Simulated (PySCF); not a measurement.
PySCF input (M06-2X/6-311+G**):

```python
from pyscf import gto, dft

mol = gto.M(
    atom='''
    C     2.09124600   -0.01937200    0.06352100
    C     0.87549700   -0.13973900    0.05976200
    B    -0.54822400   -0.41436700    0.09091500
    C    -1.91006700    0.25948400   -0.13083100
    H     3.15097700    0.06584500    0.07310800
    H    -2.08438000    0.92572000    0.72540100
    H    -1.90695700    0.90076800   -1.01951600
    H    -2.75857400   -0.42273800   -0.18827900
    ''',
    basis='6-311+g**',
    charge=0,
    spin=1,
    verbose=4,
)

mf = dft.UKS(mol, xc='m062x')
mf.grids.level = 4
mf.conv_tol = 1e-9
mf.max_cycle = 100
mf.max_memory = 1500
mf.kernel()
if not mf.converged:
    mf = mf.newton()
    mf.kernel(mf.make_rdm1())
mo, _, stable, _ = mf.stability(return_status=True)
if not stable:
    mf.kernel(mf.make_rdm1(mo, mf.mo_occ))
    stable = mf.stability(return_status=True)[2]
mf.dip_moment()
```

Output:

```
PySCF version 2.14.0

[INPUT] verbose = 4
[INPUT] num. atoms = 8
[INPUT] num. electrons = 27
[INPUT] charge = 0
[INPUT] spin (= nelec alpha-beta = 2S) = 1
[INPUT] symmetry False subgroup None
[INPUT] Mole.unit = angstrom
[INPUT] Symbol           X                Y                Z      unit          X                Y                Z       unit  Magmom
[INPUT]  1 C      2.091246000000  -0.019372000000   0.063521000000 AA    3.951882199092  -0.036607774485   0.120037293158 Bohr   0.0
[INPUT]  2 C      0.875497000000  -0.139739000000   0.059762000000 AA    1.654449552878  -0.264068438921   0.112933812656 Bohr   0.0
[INPUT]  3 B     -0.548224000000  -0.414367000000   0.090915000000 AA   -1.035993214914  -0.783040145058   0.171804450615 Bohr   0.0
[INPUT]  4 C     -1.910067000000   0.259484000000  -0.130831000000 AA   -3.609503509570   0.490353693707  -0.247234758603 Bohr   0.0
[INPUT]  5 H      3.150977000000   0.065845000000   0.073108000000 AA    5.954483554804   0.124429016672   0.138154097515 Bohr   0.0
[INPUT]  6 H     -2.084380000000   0.925720000000   0.725401000000 AA   -3.938907339521   1.749357268032   1.370809220486 Bohr   0.0
[INPUT]  7 H     -1.906957000000   0.900768000000  -1.019516000000 AA   -3.603626461322   1.702204821772  -1.926606019612 Bohr   0.0
[INPUT]  8 H     -2.758574000000  -0.422738000000  -0.188279000000 AA   -5.212949354346  -0.798859042446  -0.355795745007 Bohr   0.0

nuclear repulsion = 78.5506391112512
number of shells = 56
number of NR pGTOs = 172
number of NR cGTOs = 112
basis = 6-311+g**
ecp = {}

******** <class 'pyscf.dft.uks.UKS'> ********
method = UKS
initial guess = minao
damping factor = 0
level_shift factor = 0
DIIS = <class 'pyscf.scf.diis.CDIIS'>
diis_start_cycle = 1
diis_space = 8
diis_damp = 0
SCF conv_tol = 1e-09
SCF conv_tol_grad = None
SCF max_cycles = 100
direct_scf = True
direct_scf_tol = 1e-13
number electrons alpha = 14  beta = 13
XC library pyscf.dft.libxc version 7.1.2
    S. Lehtola, C. Steigemann, M. J. T. Oliveira, and M. A. L. Marques,  SoftwareX 7, 1–5 (2018)
XC functionals = m062x
    Y. Zhao and D. G. Truhlar,  Theor. Chem. Acc. 120, 215 (2008)
    Y. Zhao and D. G. Truhlar,  Theor. Chem. Acc. 120, 215 (2008)
radial grids:
    Treutler-Ahlrichs [JCP 102, 346 (1995); DOI:10.1063/1.469408] (M4) radial grids

becke partition: Becke, JCP 88, 2547 (1988); DOI:10.1063/1.454033
pruning grids: <function nwchem_prune>
grids dens level: 4
symmetrized grids: False
atomic radii adjust function: <function treutler_atomic_radii_adjust>
small_rho_cutoff = 0
Set gradient conv threshold to 3.16228e-05
tot grids = 176760
init E= -141.883899921534
  alpha nocc = 14  HOMO = -0.127575006078365  LUMO = -0.104890100336631
  beta  nocc = 13  HOMO = -0.348869395440706  LUMO = -0.127575006078368

WARN: HOMO -0.127575006078365 >= LUMO -0.127575006078368

cycle= 1 E= -141.378955308392  delta_E= 0.505  |g|= 0.231  |ddm|= 2.22
  alpha nocc = 14  HOMO = -0.190666143128693  LUMO = -0.0208413873968496
  beta  nocc = 13  HOMO = -0.304641621012024  LUMO = -0.0323597796842403
  HOMO = -0.190666143129  LUMO = -0.0323597796842  gap/eV = 4.30774
cycle= 2 E= -141.394364586729  delta_E= -0.0154  |g|= 0.191  |ddm|= 1.08
  alpha nocc = 14  HOMO = -0.210050158240533  LUMO = -0.0356510287050214
  beta  nocc = 13  HOMO = -0.352709046615347  LUMO = -0.0409562227652538
  HOMO = -0.210050158241  LUMO = -0.0409562227653  gap/eV = 4.60128
cycle= 3 E= -141.412497185902  delta_E= -0.0181  |g|= 0.0538  |ddm|= 0.338
  alpha nocc = 14  HOMO = -0.211938202363145  LUMO = -0.0336661211855219
  beta  nocc = 13  HOMO = -0.355684462099642  LUMO = -0.0385193926931954
  HOMO = -0.211938202363  LUMO = -0.0385193926932  gap/eV = 4.71897
cycle= 4 E= -141.41380806652  delta_E= -0.00131  |g|= 0.0347  |ddm|= 0.0889
  alpha nocc = 14  HOMO = -0.215048442695851  LUMO = -0.0322733829520105
  beta  nocc = 13  HOMO = -0.352356304795514  LUMO = -0.0395324220992214
  HOMO = -0.215048442696  LUMO = -0.0395324220992  gap/eV = 4.77603
cycle= 5 E= -141.41460372011  delta_E= -0.000796  |g|= 0.00636  |ddm|= 0.0775
  alpha nocc = 14  HOMO = -0.215291157840623  LUMO = -0.031177349142414
  beta  nocc = 13  HOMO = -0.353296081924866  LUMO = -0.0382929338155464
  HOMO = -0.215291157841  LUMO = -0.0382929338155  gap/eV = 4.81637
cycle= 6 E= -141.414677977377  delta_E= -7.43e-05  |g|= 0.00315  |ddm|= 0.0271
  alpha nocc = 14  HOMO = -0.216142364649729  LUMO = -0.0312953975946779
  beta  nocc = 13  HOMO = -0.353247000758326  LUMO = -0.0388544073017369
  HOMO = -0.21614236465  LUMO = -0.0388544073017  gap/eV = 4.82425
cycle= 7 E= -141.414691539269  delta_E= -1.36e-05  |g|= 0.00112  |ddm|= 0.0148
  alpha nocc = 14  HOMO = -0.216276840066653  LUMO = -0.031339732243739
  beta  nocc = 13  HOMO = -0.353578642879224  LUMO = -0.0390338103926837
  HOMO = -0.216276840067  LUMO = -0.0390338103927  gap/eV = 4.82303
cycle= 8 E= -141.414693107149  delta_E= -1.57e-06  |g|= 0.000335  |ddm|= 0.00616
  alpha nocc = 14  HOMO = -0.216207900476135  LUMO = -0.0312782236190222
  beta  nocc = 13  HOMO = -0.35356575897539  LUMO = -0.0389755744757766
  HOMO = -0.216207900476  LUMO = -0.0389755744758  gap/eV = 4.82274
cycle= 9 E= -141.414693385014  delta_E= -2.78e-07  |g|= 0.000153  |ddm|= 0.00199
  alpha nocc = 14  HOMO = -0.216224738368449  LUMO = -0.0313031644492067
  beta  nocc = 13  HOMO = -0.353597529444785  LUMO = -0.0389943155538249
  HOMO = -0.216224738368  LUMO = -0.0389943155538  gap/eV = 4.82269
cycle= 10 E= -141.414693516881  delta_E= -1.32e-07  |g|= 9.31e-05  |ddm|= 0.00193
  alpha nocc = 14  HOMO = -0.216211509068627  LUMO = -0.0313016133010946
  beta  nocc = 13  HOMO = -0.353599659931068  LUMO = -0.0390054009514781
  HOMO = -0.216211509069  LUMO = -0.0390054009515  gap/eV = 4.82202
cycle= 11 E= -141.414693600711  delta_E= -8.38e-08  |g|= 5.51e-05  |ddm|= 0.00136
  alpha nocc = 14  HOMO = -0.216213274447602  LUMO = -0.0313076125903174
  beta  nocc = 13  HOMO = -0.353602285434658  LUMO = -0.0390106799117205
  HOMO = -0.216213274448  LUMO = -0.0390106799117  gap/eV = 4.82193
cycle= 12 E= -141.414693646674  delta_E= -4.6e-08  |g|= 3.24e-05  |ddm|= 0.00104
  alpha nocc = 14  HOMO = -0.216212662015748  LUMO = -0.0313067538349264
  beta  nocc = 13  HOMO = -0.353602447185476  LUMO = -0.0390124481831152
  HOMO = -0.216212662016  LUMO = -0.0390124481831  gap/eV = 4.82186
cycle= 13 E= -141.41469366321  delta_E= -1.65e-08  |g|= 2.18e-05  |ddm|= 0.000615
  alpha nocc = 14  HOMO = -0.216212766417517  LUMO = -0.0313060026381739
  beta  nocc = 13  HOMO = -0.353600754336636  LUMO = -0.0390121744323982
  HOMO = -0.216212766418  LUMO = -0.0390121744324  gap/eV = 4.82187
cycle= 14 E= -141.414693670445  delta_E= -7.24e-09  |g|= 1.77e-05  |ddm|= 0.000459
  alpha nocc = 14  HOMO = -0.216212060964502  LUMO = -0.031305086275815
  beta  nocc = 13  HOMO = -0.353600647895359  LUMO = -0.0390109492117059
  HOMO = -0.216212060965  LUMO = -0.0390109492117  gap/eV = 4.82189
cycle= 15 E= -141.414693672724  delta_E= -2.28e-09  |g|= 8.36e-06  |ddm|= 0.000258
  alpha nocc = 14  HOMO = -0.216212408781235  LUMO = -0.0313052152169023
  beta  nocc = 13  HOMO = -0.353601385773169  LUMO = -0.0390103705683855
  HOMO = -0.216212408781  LUMO = -0.0390103705684  gap/eV = 4.82191
cycle= 16 E= -141.414693673465  delta_E= -7.41e-10  |g|= 4.42e-06  |ddm|= 0.000163
  alpha nocc = 14  HOMO = -0.216212006405533  LUMO = -0.0313050776237934
  beta  nocc = 13  HOMO = -0.353600541065663  LUMO = -0.0390104505606209
  HOMO = -0.216212006406  LUMO = -0.0390104505606  gap/eV = 4.82190
Extra cycle  E= -141.414693673548  delta_E= -8.22e-11  |g|= 3.41e-06  |ddm|= 2.61e-05
converged SCF energy = -141.414693673548  <S^2> = 0.76070675  2S+1 = 2.0106782
uhf_internal: lowest eigs of H = [0.05440641 0.21473252 0.27410737]
<class 'pyscf.dft.uks.UKS'> wavefunction is stable in the internal stability analysis
Dipole moment(X, Y, Z, Debye): -0.12920,  0.75795, -0.15469
```

The geometry given is a B3LYP-D3(BJ)/def2-TZVP minimum.
